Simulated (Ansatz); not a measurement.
C$_{6}$H$_{4}$Ge, SMILES `C#[C][GeH]([C]#C)[C]#C`, relaxed with RKS PBE0-D4/def2-TZVP in Ansatz 0.2.0 from a PBE-D4/def2-SVP geometry. The force threshold is 0.005 eV/Å; the program also tests the step.

The species carries charge 0 and has multiplicity 1.

Start:

```xyz
11

C    -0.316   -2.906   -0.539
C    -0.108   -1.791   -0.070
Ge    0.225   -0.069    0.674
C     1.550    0.814   -0.371
C     2.404    1.389   -1.039
C    -1.382    0.953    0.624
C    -2.415    1.615    0.601
H    -0.501   -3.887   -0.956
H     0.711   -0.212    2.131
H     3.156    1.895   -1.631
H    -3.326    2.198    0.577
```

Question: How much energy does the relaxation release, and in how many steps? (An estimate is asked.)

Answer: The calculation gave: 9.77 kJ/mol, in 4 steps.

Question: Which bonds change most? (Best estimate.)

Answer: The calculation gave: C4–C5 from 1.227 to 1.204 Å; C1–C2 from 1.227 to 1.204 Å; C6–C7 from 1.227 to 1.204 Å; C7–H11 from 1.082 to 1.066 Å.

Question: Give the relaxed structure. (An estimate is asked.)

Answer: Computed: 
```xyz
11

C    -0.313   -2.873   -0.532
C    -0.109   -1.777   -0.078
Ge    0.221   -0.065    0.661
C     1.538    0.813   -0.380
C     2.385    1.373   -1.027
C    -1.378    0.948    0.611
C    -2.394    1.594    0.599
H    -0.496   -3.842   -0.937
H     0.706   -0.205    2.104
H     3.133    1.868   -1.603
H    -3.293    2.166    0.582
```
